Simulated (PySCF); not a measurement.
Finite-field polarisability of Ne (neon, neutral)

[Ne], closed-shell 1S. Computed with PySCF 2.14 in dyall-av2z (11s7p2d, 42 functions), with the non-relativistic Hamiltonian (point nucleus). Frozen: 1s2. Energy changes in a uniform field (μhartree):

```csv
axis,F (au),HF,MP2,CCSD,CCSD(T)
x,0.011,-109.248,-118.658,-117.209,-118.199
x,0.022,-437.150,-474.862,-469.057,-473.029
```

Q: Derive α along x at CCSD(T) from the two fields.

A: With ΔE = −αF²/2 − γF⁴/24, α = −(16 ΔE(F) − ΔE(2F))/(6F²) = 1.953 bohr³.

Q: And the mean polarisability at each level?

A: HF 1.806, MP2 1.961, CCSD 1.937, CCSD(T) 1.953 bohr³. Reference: 2.661 bohr³ (recommended; Schwerdtfeger and Nagle, table of static dipole polarizabilities (2023 update)).

CCSD(T) lies more than 5 % below the reference, which points to too few diffuse and polarisation functions.

A double-zeta set is small for polarisabilities.
